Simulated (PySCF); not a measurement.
## How methods differ on the ionisation energy of Pb⁺

Pb⁺ [Xe] 4f14 5d10 6s2 6p1 (2P) → Pb²⁺ [Xe] 4f14 5d10 6s2 (1S), as a difference of total energies. All numbers are calculated (PySCF 2.14, scalar relativity through the core potential, in def2-TZVPPD with the def2 core potential (60 electrons) (7s5p4d2f, 56 functions)). Correlated levels: valence: 5s2 5p6 5d10 frozen. The calculations carry no spin-orbit coupling.

```json
{"method": "UHF", "ionisation energy (eV)": "13.202", "error (eV)": "-0.667"}
{"method": "MP2 (valence)", "ionisation energy (eV)": "13.383", "error (eV)": "-0.486"}
{"method": "SCS-MP2 (valence)", "ionisation energy (eV)": "13.369", "error (eV)": "-0.500"}
{"method": "CCSD (valence)", "ionisation energy (eV)": "13.434", "error (eV)": "-0.435"}
{"method": "CCSD(T) (valence)", "ionisation energy (eV)": "13.446", "error (eV)": "-0.423"}
{"method": "CCSDT (valence)", "ionisation energy (eV)": "13.449", "error (eV)": "-0.420"}
```

Reference: 13.869 eV (measured; NIST levels, between the centres of gravity of the two terms).

Errors of the correlated levels include the incompleteness of this basis and the frozen core.
